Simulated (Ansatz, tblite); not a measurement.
Removing an electron: B(OCMe2)Cl3 (C₃H₆BCl₃O). The state is a singlet with charge 0. Geometry: B3LYP-D4/def2-SVP. Ansatz, gas phase; energy differences of separate SCF runs; the oxidised species was run as a doublet alone.

Cartesian coordinates in Å:
```
B 1.1331 -1.7825 -0.3470
O 0.3007 -0.5093 -0.8199
C -0.2621 0.3964 -0.1750
C -0.9542 1.4539 -0.9647
C -0.2639 0.4579 1.3071
H -2.0096 1.5123 -0.6493
H -0.5032 2.4326 -0.7264
H -0.8838 1.2540 -2.0405
H 0.7826 0.4508 1.6561
H -0.6952 -0.4823 1.6909
H -0.8076 1.3318 1.6842
Cl -0.0202 -2.7951 0.6771
Cl 2.5715 -1.1278 0.6054
Cl 1.6119 -2.5926 -1.8981
```

The xTB rows come from tblite. Correlated methods freeze 20 core orbitals. The rows differ in basis, and correlated rows in double-zeta sets carry the largest basis error. In CCSD on the charge 1 doublet the largest single amplitude is 0.34, so its Hartree–Fock determinant may place the open shell otherwise than the density functionals do.

Estimate orbital energies and vertical ionisation energies at: GFN1-xTB; GFN2-xTB; PBE-D4/def2-TZVP; PBE0-D4/def2-TZVP; r2SCAN0-D4/def2-TZVP; CCSD/def2-SVP; CCSD(T)/def2-SVP.


```tsv
level	−HOMO (eV)	vertical IE (eV)	−LUMO (eV)	HOMO–LUMO gap (eV)	remarks
GFN1-xTB	12.02	14.44	9.95	2.08	–
GFN2-xTB	11.18	13.86	9.20	1.98	–
PBE-D4/def2-TZVP	6.43	9.32	3.76	2.67	–
PBE0-D4/def2-TZVP	7.80	9.82	2.74	5.07	–
r2SCAN0-D4/def2-TZVP	8.02	9.96	2.63	5.40	–
CCSD/def2-SVP	–	9.93	–	–	large T1 (0.045) (+1 doublet)
CCSD(T)/def2-SVP	–	9.85	–	–	large T1 (0.045) (+1 doublet)
```

Relaxing the oxidised species (B3LYP-D4/def2-SVP) changes its energy by -0.17 eV at PBE-D4/def2-TZVP, so the adiabatic ionisation energy to this nearest minimum is 9.15 eV. At PBE0-D4/def2-TZVP it is 9.58 eV.  Run but left out: HF/def2-SVP, MP2/def2-SVP (charge +1 doublet: a determinant that CCSD turns far, T1 0.045).  Raw xTB energy differences between charge states are shifted by several eV; the methods need an empirical correction for them.
